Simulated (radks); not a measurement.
Task: Species: Cs10+. Configuration: [Kr] 4d9. Calculated with a radial shooting solver on a logarithmic mesh with Libxc functionals: scalar-relativistic Kohn-Sham, exchange-only LDA, spin-polarised, spherical densities, point nucleus; open shells are filled with parallel spins first (spin-orbit coupling, left out, can overturn this in heavy ions). Some entries of the table are withheld. Estimate them.

orbital,occ.,eigenvalue (hartree),<r^2> (bohr^2)
1s up,1,-1320.093,0.0009264
1s down,1,-1320.093,0.0009264
2s up,1,-212.0260,0.01485
2s down,1,-212.0102,0.01485
2p up,3,-190.9028,0.01178
2p down,3,-190.8901,0.01178
3s up,1,-48.60324,0.1023
3s down,1,-48.59225,0.1023
3p up,3,-41.80459,0.1023
3p down,3,-41.79283,0.1023
3d up,5,-31.80689,0.08824
3d down,5,-31.79170,0.08821
4s up,1,-13.63337,(1)
4s down,1,-13.58625,(2)
4p up,3,-11.42294,0.5979
4p down,3,-11.37609,0.5983
4d up,5,-8.17667,0.7326
4d down,4,-8.13116,0.7341

Result: 
(1) 4s up <r^2> (bohr^2): 0.5314
(2) 4s down <r^2> (bohr^2): 0.5315
